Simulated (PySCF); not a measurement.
**One molecule, many functionals**

Species: Ge2H7NSe.
Cartesian coordinates in Å at the PBE0-D3(BJ)/def2-SVP level; atoms count from 1:
```
atom  x, y, z in Å
N1    -1.3712    0.3451    0.5016
Ge2   -1.0293   -1.1150   -0.5555
Se3    0.5950   -0.4162   -2.0990
Ge4    1.8378    0.7605   -0.4649
H5    -1.8606    1.1105    0.0461
H6    -1.8087    0.1433    1.3967
H7    -2.2119   -1.6483   -1.3952
H8    -0.5026   -2.1982    0.4036
H9     3.2537    0.8835   -1.0601
H10    1.8825   -0.0498    0.8406
H11    1.2557    2.1609   -0.2230
```

Linear-response calculations in the def2-SVPD basis (PySCF; singlets by full response, triplets Tamm–Dancoff, core orbitals frozen in the response; HF means time-dependent Hartree–Fock). 'Strongest' is the level of largest summed f among the singlets computed (10 roots, of which the last may lack a degenerate partner); it can jump between rows when another state enters that window. S1 is the lowest singlet of each run and needn't be the same state throughout; f(S1) is that of one state. Geometry: PBE0-D3(BJ)/def2-SVP, one conformer, isolated molecule. The LDA/def2-SVPD calculation is non-relativistic and has no spin–orbit coupling, an omission that weighs most on germanium and selenium.

| functional | kind | S1 (eV) | f(S1) | strongest (eV) | T1 (eV) | HOMO (eV) | gap (eV) | ionisation energy, ΔSCF (eV) |
| --- | --- | --- | --- | --- | --- | --- | --- | --- |
| LDA | LDA | 4.43 | 0.006 | 6.15 | 4.14 | -5.73 | 4.26 | 8.68 |
| PBE | GGA | 4.52 | 0.004 | 5.67 | 4.20 | -5.65 | 4.38 | 8.53 |
| B3LYP | global hybrid, 20% exact exchange | 4.76 | 0.004 | 6.25 | 4.43 | -6.52 | 5.78 | 8.67 |
| PBE0 | global hybrid, 25% exact exchange | 4.95 | 0.004 | 6.48 | 4.58 | -6.75 | 6.28 | 8.65 |
| BHandHLYP | global hybrid, 50% exact exchange | 5.19 | 0.003 | 7.12 | 4.82 | -7.71 | 7.94 | 8.62 |
| CAM-B3LYP | range-separated hybrid | 5.01 | 0.003 | 6.80 | 4.65 | -7.97 | 8.31 | 8.71 |
| wB97X-D | range-separated hybrid | 5.12 | 0.003 | 6.92 | 4.79 | -8.53 | 9.66 | 8.69 |
| LC-wPBE | range-separated hybrid | 5.33 | 0.002 | 7.71 | 4.92 | -9.29 | 10.69 | 8.74 |

Task: What does HF (Hartree–Fock) give?

Result: S1 (eV) 5.80, f(S1) 0.002, strongest (eV) 8.08, T1 (eV) 5.35, HOMO (eV) -9.25, gap (eV) 11.19, ionisation energy, ΔSCF (eV) not settled. S1 runs from 4.43 eV (LDA) to 5.80 eV (HF), a spread of 1.37 eV, while the orbital gap spreads over 6.9 eV. Along PBE (0%), B3LYP (20%), PBE0 (25%), BHandHLYP (50%), HF (100%) S1 rises with the share of exact exchange. −ε(HOMO) comes closest to its own ΔSCF ionisation energy with wB97X-D (-0.17 eV) and misses most with LDA (-2.95 eV). 'Not settled' means that the ion's SCF failed to converge or may have ended in another state than the lowest.

Without π bonds the low states are Rydberg-like; a valence basis with one diffuse set may place them up to an eV too high.
